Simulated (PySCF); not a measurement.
Computed with PySCF, PBE, basis Pb def2-SVP with ECP60, Br def2-SVP (scalar-relativistic core potentials, no spin–orbit coupling, density fitting).

Each entry is the lowest minimum that a search over a few typed start shapes (and spin states, where more than one is plausible) found, or that minimum re-optimised at the stated level; isomers with ligand–ligand bonds, or fragments after loss of a ligand pair, can lie lower. Open shells are unrestricted.

PbBr3 is a doublet of C3v symmetry with Pb–Br 2.673 Å (×3); Br–Pb–Br 110.6° (×3). Its wavenumbers are 44 (×2), 45, 170, 189 (×2) cm⁻¹.

Question: What changes when one electron is removed, giving PbBr₃⁺?

Answer: It costs 8.85 eV between the minima (8.86 eV with zero-point energy). PbBr₃⁺ is a singlet of D3h symmetry with Pb–Br 2.538 Å (×3); Br–Pb–Br 120.0° (×3); wavenumbers 52 (×2), 54, 191, 246 (×2) cm⁻¹.

No spin–orbit coupling is included, which matters more the heavier the element.
